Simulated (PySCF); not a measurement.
SMILES [SiH2]([SiH2]C#C)[SiH3] (C2H8Si3) (GFN2-xTB optimised geometry):

```
13

C      3.119    -0.315    -2.821
C      2.720    -0.520    -1.706
Si     2.079    -0.845     0.000
Si    -0.242    -0.845     0.000
Si    -1.277     1.223     0.000
H      3.480    -0.128    -3.792
H      2.713    -2.107     0.411
H      2.649     0.217     0.844
H     -0.690    -1.622     1.172
H     -0.722    -1.651    -1.136
H     -2.713     1.168     0.291
H     -0.688     2.107     1.010
H     -1.136     1.904    -1.289
```

Method: B3LYP/def2-TZVP in PySCF.

Task: What are the frontier orbital energies and the dipole moment?

Result: HOMO-2 -8.49 eV, HOMO-1 -7.98 eV, HOMO -7.70 eV, LUMO -0.84 eV, LUMO+1 -0.58 eV; dipole moment 0.28 D.

Meta-Löwdin charges at B3LYP/def2-TZVP: C1 -0.16, C2 -0.28, Si3 0.43, Si4 0.14, Si5 0.26, H6 0.17, H7 -0.08, H8 -0.09, H9 -0.08, H10 -0.07, H11 -0.08, H12 -0.09, H13 -0.08.
